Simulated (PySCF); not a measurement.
A structure optimised at B3LYP-D3(BJ)/def2-SVP, used in a PySCF frequency run:

```
Si
N 1 1.7000
H 2 1.0150 1 121.92
H 2 1.0150 3 111.91 1 -157.23
O 1 1.7389 2 109.97 3 -77.49
C 5 1.2818 1 126.15 2 180.00
N 6 1.1643 1 149.80 2 180.00
H 1 1.4803 2 110.48 3 166.49
H 1 1.4803 8 114.66 5 -115.58
```
Charge 0, spin multiplicity 1.

**Question.** Write its SMILES, formula and point group.

**Answer.** N#CO[SiH2]N, CH₄N₂OSi, Cs

**Question.** What are its rotational constants (standard atomic weights)?

**Answer.** 20.667, 1.8686, 1.7683 GHz
